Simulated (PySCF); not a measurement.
How methods differ on the excitation energy of Zn

Zn [Ar] 3d10 4s2 (1S) → Zn [Ar] 3d10 4s1 4p1 (3P), as a difference of total energies. Computed with PySCF 2.14 in x2c-TZVPPall with one added diffuse shell each of s, p, d, f type (7s6p5d3f1g, 80 functions), with scalar relativity by spin-free X2C-1e. Correlated levels: valence and next inner shell: [Ne] frozen. The calculations carry no spin-orbit coupling.

```tsv
method	excitation energy (eV)
UHF	2.728
MP2 (valence and next inner shell)	3.958
SCS-MP2 (valence and next inner shell)	4.046
CCSD (valence and next inner shell)	3.922
CCSD(T) (valence and next inner shell)	4.043
```

Question: How much does correlation contribute at CCSD(T) (valence and next inner shell)?

Answer: 4.043 − (2.728) = 1.315 eV, measured against UHF.

Errors of the correlated levels include the incompleteness of this basis and the frozen core.

For comparison: 4.054 eV (measured; NIST levels, between the centres of gravity of the two terms).
